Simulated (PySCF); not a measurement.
formaldehyde (CH2O), SMILES C=O.

Geometry: PBE0-D3(BJ)/def2-TZVPD.

Computed with M06-2X/def2-TZVPD run with PySCF.

Symmetry labels are those of the subgroup C2v that the program uses (full group C2v).

Computed valence orbital energies around the gap with their symmetry:
| orbital | symmetry | energy (eV) |
|---|---|---|
| HOMO−7 | A1 | -534.67 |
| HOMO−6 | A1 | -289.53 |
| HOMO−5 | A1 | -32.50 |
| HOMO−4 | A1 | -19.79 |
| HOMO−3 | B2 | -15.85 |
| HOMO−2 | A1 | -14.70 |
| HOMO−1 | B1 | -13.07 |
| HOMO | B2 | -9.49 |
| LUMO | B1 | -0.21 |
| LUMO+1 | A1 | 0.46 |
| LUMO+2 | B2 | 1.62 |
| LUMO+3 | A1 | 1.85 |
